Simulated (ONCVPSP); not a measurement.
## Building the ONCV potential for manganese (PBE, scalar-relativistic).

Input for ONCVPSP 4.0.1:

```
# ATOM AND REFERENCE CONFIGURATION
# atsym  z   nc   nv     iexc    psfile
  Mn 25.00    3    3        4      upf
#
#   n    l    f
    1    0    2.00
    2    0    2.00
    2    1    6.00
    3    0    2.00
    3    1    6.00
    3    2    5.00
#
# PSEUDOPOTENTIAL AND OPTIMIZATION
# lmax
    2
#
#   l,   rc,      ep,       ncon, nbas, qcut
    0    1.10    0.00    3    7    9.30
    1    1.40    0.00    5    8   11.20
    2    1.70    0.00    5    9   11.10
#
# LOCAL POTENTIAL
# lloc, lpopt,  rc(5),   dvloc0
    4    5    0.85   -1.00
#
# VANDERBILT-KLEINMAN-BYLANDER PROJECTORs
# l, nproj, debl
    0    2    1.80
    1    3    1.70
    2    3    3.80
#
# MODEL CORE CHARGE
# icmod, fcfact, rcfact
    0    0.00    0.00
#
# LOG DERIVATIVE ANALYSIS
# epsh1, epsh2, depsh
   -5.00    5.00    0.04
#
# OUTPUT GRID
# rlmax, drl
    6.00    0.01
#
# TEST CONFIGURATIONS
# ncnf
    4
# nvcnf
#   n    l    f
    4
    3    0    2.00
    3    1    6.00
    3    2    5.00
    4    0    2.00
#
    4
    3    0    2.00
    3    1    6.00
    3    2    5.00
    4    0    1.00
#
    3
    3    0    2.00
    3    1    6.00
    3    2    4.00
#
    4
    3    0    1.00
    3    1    6.00
    3    2    5.00
    4    0    2.00
#
```

Command:

```bash
oncvpsp.x < Mn.dat > Mn.out
```

Resulting log (shortened: citation, most of the input echo, consistency checks and plot data are left out):

```
ONCVPSP  (Optimized Norm-Conservinng Vanderbilt PSeudopotential)
scalar-relativistic version 4.0.1

#   n    l    f        energy (Ha)
    1    0    2.00    -2.3694529E+02
    2    0    2.00    -2.7986566E+01
    2    1    6.00    -2.3807381E+01
    3    0    2.00    -3.8109650E+00
    3    1    6.00    -2.6617249E+00
    3    2    5.00    -8.9366356E-01

Reference configufation results
  iterations    23
  all-electron total energy (Ha)   -1.15741322D+03

Begin loop to  construct optimized pseudo wave functions
and semi-local pseudopoentials for all angular momenta

WARNING wellstate: negative energy specified for n= 4 l=  0
WARNING scattering state with energy  0.25000000
WARNING will be used for the first projector

   Wellstate for l =  0  n =  5
     eigenvalue =   0.2500
     asymptotic potential =   0.7500
     half-point radius =  3.4750

Calculating optimized projector #   1

 for l=   0

    Fraction of norm inside rc  0.803429
    Optimizing pswf for qcut=   9.31 a_B^-1,  ecut=  43.33 Ha
    Residual kinetic energy error=  5.05D-05 Ha

    Energy error per electron        Cutoff
         Ha          eV             Ha
         0.01000     0.27211       27.10
         0.00100     0.02721       34.76
         0.00010     0.00272       41.11
         0.00001     0.00027      120.34

Calculating optimized projector #   2

 for l=   0

    Fraction of norm inside rc  0.025361
    Optimizing pswf for qcut=   9.31 a_B^-1,  ecut=  43.33 Ha
    Residual kinetic energy error=  1.61D-05 Ha

    Energy error per electron        Cutoff
         Ha          eV             Ha
         0.01000     0.27211       18.31
         0.00100     0.02721       30.23
         0.00010     0.00272       37.91
         0.00001     0.00027       46.13

WARNING wellstate: negative energy specified for n= 4 l=  1
WARNING scattering state with energy  0.25000000
WARNING will be used for the first projector

   Wellstate for l =  1  n =  5
     eigenvalue =   0.2500
     asymptotic potential =   0.7500
     half-point radius =  4.3635

   Wellstate for l =  1  n =  6
     eigenvalue =   1.9500
     asymptotic potential =   2.4500
     half-point radius =  3.6168

Calculating optimized projector #   1

 for l=   1

    Fraction of norm inside rc  0.902256
    Optimizing pswf for qcut=  11.19 a_B^-1,  ecut=  62.57 Ha
    Residual kinetic energy error=  2.09D-07 Ha

    Energy error per electron        Cutoff
         Ha          eV             Ha
         0.01000     0.27211       22.87
         0.00100     0.02721       28.99
         0.00010     0.00272       34.16
         0.00001     0.00027       39.45

Calculating optimized projector #   2

 for l=   1

    Fraction of norm inside rc  0.037490
    Optimizing pswf for qcut=  11.19 a_B^-1,  ecut=  62.57 Ha
    Residual kinetic energy error=  3.39D-08 Ha

    Energy error per electron        Cutoff
         Ha          eV             Ha
         0.01000     0.27211       16.77
         0.00100     0.02721       24.10
         0.00010     0.00272       30.11
         0.00001     0.00027       35.20

Calculating optimized projector #   3

 for l=   1

    Fraction of norm inside rc  0.046560
    Optimizing pswf for qcut=  11.19 a_B^-1,  ecut=  62.57 Ha
    Residual kinetic energy error=  9.81D-08 Ha

    Energy error per electron        Cutoff
         Ha          eV             Ha
         0.01000     0.27211       18.32
         0.00100     0.02721       25.56
         0.00010     0.00272       31.46
         0.00001     0.00027       36.65

   Wellstate for l =  2  n =  6
     eigenvalue =   2.9063
     asymptotic potential =   3.4063
     half-point radius =  3.4433

   Wellstate for l =  2  n =  7
     eigenvalue =   6.7063
     asymptotic potential =   7.2063
     half-point radius =  3.0153

Calculating optimized projector #   1

 for l=   2

    Fraction of norm inside rc  0.837456
    Optimizing pswf for qcut=  11.10 a_B^-1,  ecut=  61.58 Ha
    Residual kinetic energy error=  7.51D-08 Ha

    Energy error per electron        Cutoff
         Ha          eV             Ha
         0.01000     0.27211       35.62
         0.00100     0.02721       42.94
         0.00010     0.00272       49.01
         0.00001     0.00027       53.77

Calculating optimized projector #   2

 for l=   2

    Fraction of norm inside rc  0.105797
    Optimizing pswf for qcut=  11.10 a_B^-1,  ecut=  61.58 Ha
    Residual kinetic energy error=  1.90D-06 Ha

    Energy error per electron        Cutoff
         Ha          eV             Ha
         0.01000     0.27211       37.26
         0.00100     0.02721       45.92
         0.00010     0.00272       52.65
         0.00001     0.00027       57.77

Calculating optimized projector #   3

 for l=   2

    Fraction of norm inside rc  0.071405
    Optimizing pswf for qcut=  11.10 a_B^-1,  ecut=  61.58 Ha
    Residual kinetic energy error=  3.48D-05 Ha

    Energy error per electron        Cutoff
         Ha          eV             Ha
         0.01000     0.27211       43.64
         0.00100     0.02721       52.30
         0.00010     0.00272       58.68
         0.00001     0.00027       78.65

Construct Vanderbilt / Kleinmman-Bylander projectors

B matrix Hermiticity error, ll=   0
   1   2   -3.6293E-04

  Orthonormal projector coefficients  1.8677E+01  2.8340E+00

B matrix Hermiticity error, ll=   1
   1   2   -2.2331E-04
   1   3    3.4796E-04
   2   3    4.3197E-05

  Orthonormal projector coefficients  9.9410E+00  2.5029E+00  2.0458E-01

B matrix Hermiticity error, ll=   2
   1   2    1.7551E-04
   1   3   -1.9378E-04
   2   3    1.5375E-04

  Orthonormal projector coefficients -6.1673E+00 -3.2745E+00 -9.4339E-01

Pseudoatom total energy -102.026971

Diagnostic tests using Vanderbilt-Kleinman-Bylander pseudopotentials
  1 or more projectors used as specified by nproj input data

   l    rcore       rmatch      e in        delta e   norm test  slope test

   0   1.1024142   1.1358859  -3.8109650   0.0000513   1.0001701   1.0002101
   0   1.1024142   1.1358859   0.2500000   0.0000273   1.0004453   1.0004453

   1   1.4004385   1.4429588  -2.6617249   0.0000046   1.0001471   1.0001588
   1   1.4004385   1.4429588   0.2500000   0.0000498   1.0002747   1.0002747
   1   1.4004385   1.4429588   1.9500000   0.0001213   1.0002778   1.0002778

   2   1.7060722   1.7578722  -0.8936636  -0.0000022   1.0000683   1.0000783
   2   1.7060722   1.7578722   2.9063364   0.0000437   1.0001604   1.0001604
   2   1.7060722   1.7578722   6.7063364   0.0000649   1.0003935   1.0003935

 Testing for bound ghosts
   n   l    E NL Schr. Eq   E Basis Diag.   E Cutoff

   1   0       -3.810914       -3.810887    155.28

   2   1       -2.661720       -2.661705    202.05

   3   2       -0.893666       -0.893271    190.56

 Testing for highly-localized positive-energy ghosts
       l    <radius>/rc     E Basis Diag.   E Cutoff

Test configuration 0

   n   l     f        eae           eps        diff
   1   0  2.0000 -236.94529016
   2   0  2.0000  -27.98656573
   2   1  6.0000  -23.80738106
   3   0  2.0000   -3.81096504   -3.81091374    5.13D-05
   3   1  6.0000   -2.66172490   -2.66172025    4.65D-06
   3   2  5.0000   -0.89366356   -0.89366580   -2.23D-06

    Total energies and differences
      AE_ref= -1.15741322D+03  AE_tst= -1.15741322D+03  dif=  0.00D+00
      PS_ref= -1.02026971D+02  PS_tst= -1.02026971D+02  dif=  1.56D-13
      PSP excitation error= -1.56D-13

Test configuration 1

   n   l     f        eae           eps        diff
   1   0  2.0000 -236.28156533
   2   0  2.0000  -27.33959878
   2   1  6.0000  -23.15901013
   3   0  2.0000   -3.15601129   -3.15561894    3.92D-04
   3   1  6.0000   -2.00626481   -2.00611784    1.47D-04
   3   2  5.0000   -0.24883309   -0.24811083    7.22D-04
   4   0  2.0000   -0.18768735   -0.18782198   -1.35D-04

    Total energies and differences
      AE_ref= -1.15741322D+03  AE_tst= -1.15829576D+03  dif= -8.83D-01
      PS_ref= -1.02026971D+02  PS_tst= -1.02909765D+02  dif= -8.83D-01
      PSP excitation error=  2.54D-04

Test configuration 2

   n   l     f        eae           eps        diff
   1   0  2.0000 -236.58646210
   2   0  2.0000  -27.63769634
   2   1  6.0000  -23.45768062
   3   0  2.0000   -3.45823770   -3.45793302    3.05D-04
   3   1  6.0000   -2.30896586   -2.30882946    1.36D-04
   3   2  5.0000   -0.54785911   -0.54741859    4.41D-04
   4   0  1.0000   -0.43650685   -0.43660646   -9.96D-05

    Total energies and differences
      AE_ref= -1.15741322D+03  AE_tst= -1.15798646D+03  dif= -5.73D-01
      PS_ref= -1.02026971D+02  PS_tst= -1.02600314D+02  dif= -5.73D-01
      PSP excitation error=  9.96D-05

Test configuration 3

   n   l     f        eae           eps        diff
   1   0  2.0000 -237.63747944
   2   0  2.0000  -28.70325357
   2   1  6.0000  -24.52193477
   3   0  2.0000   -4.47717876   -4.47534761    1.83D-03
   3   1  6.0000   -3.31818261   -3.31661154    1.57D-03
   3   2  4.0000   -1.51418555   -1.50926670    4.92D-03

    Total energies and differences
      AE_ref= -1.15741322D+03  AE_tst= -1.15621816D+03  dif=  1.20D+00
      PS_ref= -1.02026971D+02  PS_tst= -1.00833793D+02  dif=  1.19D+00
      PSP excitation error=  1.88D-03

Test configuration 4

   n   l     f        eae           eps        diff
   1   0  2.0000 -237.02229423
   2   0  2.0000  -28.00144293
   2   1  6.0000  -23.82763705
   3   0  1.0000   -3.74019086   -3.74897872   -8.79D-03
   3   1  6.0000   -2.58134333   -2.58807763   -6.73D-03
   3   2  5.0000   -0.78294794   -0.78139981    1.55D-03
   4   0  2.0000   -0.50306486   -0.50346176   -3.97D-04

    Total energies and differences
      AE_ref= -1.15741322D+03  AE_tst= -1.15485947D+03  dif=  2.55D+00
      PS_ref= -1.02026971D+02  PS_tst= -9.94688751D+01  dif=  2.56D+00
      PSP excitation error= -4.35D-03
```

The run took about 5.8 s on one core of a shared server CPU.
